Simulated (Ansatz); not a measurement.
# Pulling the pair apart

The pair of CO (SMILES [C-]#[O+], atoms 1–2) and SbH₃ (SMILES [SbH3], atoms 3–6), both closed shells, in one local arrangement (a lower one may exist), relaxed at PBE0-D4/def2-TZVP:

```csv
atom,x (Å),y (Å),z (Å)
C1,0.2020,-0.1152,-3.4584
O2,0.0463,-0.0942,-2.3458
Sb3,-0.5343,0.5296,1.1904
H4,-0.2475,0.2712,2.8546
H5,1.1406,0.5591,0.8621
H6,-0.6073,-1.1503,0.8973
```

SbH₃ is shifted rigidly along the line between the mean atom positions of the two fragments (negative: closer). Counterpoise interaction energies in kJ/mol. Program: Ansatz 0.2.0. Basis: def2-TZVPPD. Cores are frozen in the correlated methods. Filled d shells of the heavier atoms are correlated. Core potentials replace the inner electrons of the atoms past krypton. The def2 sets are not built for correlating such inner shells, so the correlated values are less sure here. B3LYP uses VWN-RPA correlation.

```tsv
shift (Å)	PBE0-D4	HF	B3LYP-D4
-0.36	-1.5	4.0	-1.5
-0.18	-2.7	1.6	-2.6
0.00	-3.0	0.4	-2.8
0.18	-2.9	-0.2	-2.6
0.44	-2.4	-0.5	-1.9
0.91	-1.4	-0.5	-0.9
1.82	-0.3	-0.3	0.1
3.64	0.2	-0.1	0.5
```

At the largest shift the D4 term itself is slightly repulsive (PBE0-D4 +2.3 meV, B3LYP-D4 +5.3 meV): a quirk of that model, not of the functional.

(1) What does CCSD(T) give at these shifts? (Judge from chemistry; the value comes from the calculation.)

T1 diagnostic: at most 0.016.

Results:

(1) The calculation gives: -0.3, -1.8, -2.3, -2.3, -1.9, -1.2, -0.5, -0.1 kJ/mol. For zero shift, CCSD(T) at an estimated basis limit (MP2 extrapolated from triple and quadruple zeta, plus CCSD(T) − MP2 in triple zeta) gives -2.7 kJ/mol. These are counterpoise interaction energies, counted from the two frozen fragments.

For scale, one of the runs: CCSD(T)/def2-TZVPPD, 184 basis functions, launched by `ansatz run in.yaml --threads 2 --pin off --events-out ev --progress --plain --max-ram 5222MiB`. Hardware: 2 CPU threads of an Arm Neoverse N1, shared host. Wall time 2 min; peak host memory 2.1 GiB.
